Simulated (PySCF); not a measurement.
## Electronic structure of Hf(52+) (hafnium, charge +52) at the r2SCAN level

Configuration: [Ar] 3d2, high-spin 3F determinant. Computed with PySCF 2.14 in an even-tempered Gaussian basis (17 s from 13 bohr⁻², ratio 2.5; 12 p from 17 bohr⁻², ratio 2.5; 7 d from 17 bohr⁻², ratio 2.5; 4 f from 58 bohr⁻², ratio 2.7; 3 g from 86 bohr⁻², ratio 2.7), with scalar relativity by spin-free X2C-1e.

```json
{
 "Total energy": "-12524.46 hartree",
 "One-electron energy": "-13999.27 hartree",
 "Hartree (Coulomb) energy": "1662.52 hartree",
 "Exchange-correlation energy": "-187.71 hartree",
 "⟨S²⟩": "2.0000",
 "⟨L²⟩": "12.000",
 "Sum of ⟨r⟩": "2.513 bohr",
 "Sum of ⟨r²⟩": "0.4690 bohr²"
}
```

| shell | electrons | mean orbital energy (hartree) | spread (hartree) | rms radius, mean of both spins (bohr) |
| --- | --- | --- | --- | --- |
| 1s α | 1 | -2523.29755 | 0 | 0.0215 |
| 1s β | 1 | -2523.29603 | 0 | 0.0215 |
| 2s α | 1 | -536.00914 | 0 | 0.0862 |
| 2s β | 1 | -535.48256 | 0 | 0.0862 |
| 2p α | 3 | -487.66484 | 0.00062 | 0.0780 |
| 2p β | 3 | -487.25827 | 0.00001 | 0.0780 |
| 3s α | 1 | -203.91113 | 0 | 0.210 |
| 3s β | 1 | -203.45619 | 0 | 0.210 |
| 3p α | 3 | -189.30929 | 0.00023 | 0.208 |
| 3p β | 3 | -188.80201 | 0 | 0.208 |
| 3d α | 2 | -174.68977 | 0.00072 | 0.184 |

Spin-orbit coupling is strong in this species (close to jj coupling), so the high-spin LS determinant is a model state, not a physical level.

Densities and radii are taken from the X2C orbitals without a picture-change correction, which distorts them close to the nucleus.
